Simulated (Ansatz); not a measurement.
`CC(C)[SiH2]O` + `N[SiH2][AlH2]` → `CN[SiH2][AlH2]` + `CC[SiH2]O`  (substitution at a C–C bond)

Computed with Ansatz on PBE0-D4/def2-TZVP structures; ΔE is electronic, products minus reactants. CCSD(T)/CBS adds triple-zeta CCSD(T) − MP2 to the extrapolated MP2 energy (def2 sets, frozen cores). Functionals use def2-TZVPP. B3LYP here is the variant with VWN-RPA as its local correlation; programs differ in this. One conformer a species, not always the lowest.

`CC(C)[SiH2]O`:

```xyz
15

C     1.107   -0.140    1.197
C    -0.178   -0.437    0.428
C    -1.237    0.634    0.680
Si    0.148   -0.650   -1.407
O     0.750    0.726   -2.099
H     1.560    0.796    0.857
H     0.910   -0.040    2.269
H     1.852   -0.930    1.068
H    -0.575   -1.404    0.767
H    -0.888    1.617    0.349
H    -2.173    0.418    0.157
H    -1.466    0.720    1.747
H    -1.124   -1.047   -2.081
H     1.185   -1.690   -1.632
H     0.129    1.427   -2.300
```

`N[SiH2][AlH2]`:

Cartesian coordinates in Å:
```
N 0.674 1.142 -1.024
Si 0.543 0.314 0.490
Al -1.336 -1.267 0.393
H 0.519 0.632 -1.878
H 1.382 1.848 -1.155
H 0.333 1.344 1.551
H 1.787 -0.412 0.920
H -1.951 -1.901 1.715
H -1.952 -1.700 -1.011
```

`CN[SiH2][AlH2]`:

```xyz
12

C    -1.817    0.227    0.052
N    -0.745    0.710   -0.791
Si    0.889    0.759   -0.214
Al    1.854   -1.376    0.590
H    -2.789    0.524   -0.350
H    -1.734    0.681    1.044
H    -1.826   -0.864    0.188
H    -0.870    0.475   -1.763
H     0.956    1.767    0.890
H     1.715    1.280   -1.344
H     3.299   -1.428    1.259
H     1.068   -2.755    0.438
```

`CC[SiH2]O`:

```xyz
12

C    -1.061    0.756   -0.757
C     0.437    0.634   -0.491
Si    0.859   -0.560    0.882
O     0.332   -2.094    0.564
H    -1.602    1.081    0.137
H    -1.487   -0.202   -1.069
H    -1.277    1.477   -1.549
H     0.963    0.318   -1.399
H     0.859    1.610   -0.220
H     0.244   -0.068    2.151
H     2.330   -0.669    1.047
H    -0.596   -2.282    0.705
```

**Question.** Is it downhill or uphill in electronic energy at CCSD(T)/CBS, and by how much? (An estimate is asked.)

**Answer.** Ansatz gave: Uphill: ΔE = +43.1 kJ/mol.

**Question.** What do these levels give: r2SCAN-D4, B3LYP, SCS-MP2/def2-TZVPP, HF/def2-QZVPP, MP2/CBS(def2), CCSD/CBS(def2)? (Best estimate.)

**Answer.** The calculation gave: r2SCAN-D4 39.8, B3LYP 33.8, SCS-MP2/def2-TZVPP 42.2, HF/def2-QZVPP 33.5, MP2/CBS(def2) 46.9, CCSD/CBS(def2) 42.3 kJ/mol.

Largest T1 diagnostic among the species: 0.011.

In def2-TZVPP, CCSD(T) changes the Hartree–Fock value by +8.3 kJ/mol (the triples alone add +0.8 kJ/mol) and MP2 by +12.2 kJ/mol.
